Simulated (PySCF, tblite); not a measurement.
Species: C₅H₅NP (charge -1).
Geometry (GFN2-xTB, Å), atoms numbered from 1 in this order:
```
atom  x, y, z in Å
P1     2.527   -0.842    0.086
C2     0.853   -0.333    0.035
C3    -0.191   -1.273    0.202
C4    -1.496   -0.864    0.161
N5    -1.897    0.398   -0.031
C6    -0.915    1.289   -0.190
C7     0.424    0.999   -0.168
H8     3.041    0.423   -0.122
H9     0.057   -2.315    0.362
H10   -2.306   -1.581    0.289
H11   -1.253    2.313   -0.345
H12    1.158    1.784   -0.305
```

The geometry is computed with GFN2-xTB (gas phase).

Take the most abundant isotopes and a rigid rotor. The values belong to one conformer with, in the numbering `[PH-:1][c:2]1[cH:3][cH:4][n:5][cH:6][cH:7]1`, H–P1–C2–C3 180°.

Q: Give the principal moments of inertia and the rotational constants in MHz.

A: Ia = 84.18, Ib = 318.05, Ic = 402.23 u·Å²; 505379 MHz·u·Å²/I gives A = 6003, B = 1589, C = 1256 MHz.

Q: Classify the top.

A: An asymmetric top: κ = (2 × 1589 − 6003 − 1256)/(6003 − 1256) = -0.86.

Q: What does the inertial defect say?

A: Planar: Δ = Ic − Ia − Ib = 0.00 u·Å². For a rigid frame Δ = −2 Σ m c², so it vanishes when all atoms lie in the ab plane; here none is more than 0.01 Å from it.

Q: Where do the levels up to J = 4 lie, in cm⁻¹?

A: Above 0(0,0):
J = 1: 1(0,1) 0.0949, 1(1,1) 0.2422, 1(1,0) 0.2533
J = 2: 2(0,2) 0.2841, 2(1,2) 0.4209, 2(1,1) 0.4542, 2(2,1) 0.8959, 2(2,0) 0.8965
J = 3: 3(0,3) 0.5665, 3(1,3) 0.6886, 3(1,2) 0.7552, 3(2,2) 1.1807, 3(2,1) 1.1837, 3(3,1) 1.9450, 3(3,0) 1.9450
J = 4: 4(0,4) 0.9402, 4(1,4) 1.0450, 4(1,3) 1.1557, 4(2,3) 1.5599, 4(2,2) 1.5688, 4(3,2) 2.3258, 4(3,1) 2.3260, 4(4,1) 3.3944, 4(4,0) 3.3944
The levels of one J sum to (2J + 1)J(J + 1)(A + B + C)/3.

Q: Estimate the classical rotational partition function at 10 K, 298.15 K and 500 K.

A: Point group Cs, symmetry number σ = 1; q = (√π/σ)·√((kT/h)³/(ABC)), k/h = 20836.6 MHz/K: 1540 at 10 K, 251000 at 298.15 K, 544000 at 500 K.

Its GFN2-xTB frequencies are all real (lowest 155 cm⁻¹). These are rigid-rotor constants of the computed structure; measured ground-state constants (B0) also hold zero-point vibration.
